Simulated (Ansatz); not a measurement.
`O[SiH](F)N[SiH2]F` + H₂ → `F[SiH3]` + `N[SiH](O)F`  (hydrogenolysis of the Si–N bond)

Isolated molecules relaxed with PBE0-D4/def2-TZVP in Ansatz; ΔE leaves out vibrations. CCSD(T)/CBS is the MP2 limit (def2-TZVPP, def2-QZVPP) plus CCSD(T) − MP2 in def2-TZVPP, frozen cores. This one scheme is used for every species. DFT in def2-TZVPP. B3LYP here is the variant with VWN-RPA as its local correlation; programs differ in this. HSE06 is defined as in plane-wave codes. Each species was taken in one conformer, which may not be the lowest.

`O[SiH](F)N[SiH2]F`:

Z-matrix (Å, degrees):
```
Si
F 1 1.587
N 1 1.712 2 111.0
O 1 1.630 2 103.3 3 120.8
H 1 1.475 2 108.4 3 -117.9
Si 3 1.712 1 128.5 2 -114.9
H 3 1.013 1 115.8 2 66.3
H 4 0.958 1 117.8 2 -171.9
F 6 1.601 3 111.4 1 -94.4
H 6 1.477 3 108.9 1 23.3
H 6 1.479 3 109.7 1 148.3
```

H₂:

Cartesian coordinates in Å:
```
H 0.332 -0.091 0.144
H -0.332 0.091 -0.144
```

`F[SiH3]`:

```xyz
5

F    -0.192   -1.400   -0.661
Si    0.005    0.036    0.017
H     1.451    0.236    0.274
H    -0.758    0.061    1.287
H    -0.506    1.067   -0.917
```

`N[SiH](O)F`:

Cartesian coordinates in Å:
```
N 0.177 -1.058 -0.506
Si -0.053 0.275 0.522
O 0.114 1.671 -0.301
F -1.526 0.078 1.101
H -0.261 -1.942 -0.304
H 1.024 -1.173 -1.038
H 0.846 0.421 1.681
H -0.320 1.727 -1.155
```

```
              level  ΔE (kJ/mol)  difference from CCSD(T)/CBS
        LDA (SPW92)         55.9                         -2.4
             PBE-D4         54.2                         -4.1
          revPBE-D4         57.7                         -0.6
            BLYP-D4         57.1                         -1.2
             B97M-V         54.3                         -4.0
         r2SCANh-D4         58.6                          0.3
         r2SCAN0-D4         57.6                         -0.7
           HSE06-D4         53.4                         -4.9
           BHLYP-D4         55.6                         -2.7
       CAM-B3LYP-D4         53.9                         -4.4
            ωB97X-V         53.7                         -4.6
           PBE-QIDH         54.3                         -4.0
               PBE0         47.0                        -11.3
              B3LYP         44.2                        -14.1
            r2SCANh         56.3                         -2.0
            r2SCAN0         55.1                         -3.2
              HSE06         47.2                        -11.1
          CAM-B3LYP         47.0                        -11.3
 RPA@PBE/def2-TZVPP         52.9                         -5.4
        HF/def2-SVP         32.7                        -25.6
       MP2/def2-SVP         53.3                         -5.0
      CCSD/def2-SVP         44.0                        -14.3
   CCSD(T)/def2-SVP         47.1                        -11.2
      HF/def2-TZVPP         38.8                        -19.5
     MP2/def2-TZVPP         61.6                          3.3
    CCSD/def2-TZVPP         52.1                         -6.2
 CCSD(T)/def2-TZVPP         56.1                         -2.2
      HF/def2-QZVPP         39.8                        -18.5
     MP2/def2-QZVPP         63.2                          4.9
 SCS-MP2/def2-QZVPP         57.4                         -0.9
       HF/CBS(def2)         39.9                        -18.4
     HF/cc-pV(D+d)Z         29.0                        -29.3
    MP2/cc-pV(D+d)Z         54.1                         -4.2
   CCSD/cc-pV(D+d)Z         43.6                        -14.7
CCSD(T)/cc-pV(D+d)Z         47.0                        -11.3
   CCSD/cc-pV(T+d)Z         55.1                         -3.2
     HF/cc-pV(Q+d)Z         40.5                        -17.8
    MP2/cc-pV(Q+d)Z         64.4                          6.1
        MP2/CBS(cc)         64.1                          5.8
       CCSD/CBS(cc)         54.3                         -4.0
        CCSD(T)/CBS         58.3                            0
```

Largest T1 diagnostic among the species: 0.012.

At CCSD(T), def2-SVP lies −11.2 kJ/mol from the extrapolated value and def2-TZVPP −2.2 kJ/mol. In def2-TZVPP, CCSD(T) changes the Hartree–Fock value by +17.2 kJ/mol (the triples alone add +4.0 kJ/mol) and MP2 by +22.7 kJ/mol. The D4 term adds +11.6 kJ/mol with B3LYP and +6.5 kJ/mol with PBE0; it sums over pairs of atoms, weighted by their polarisabilities, and B3LYP, whose exchange is more repulsive, gets the larger term.
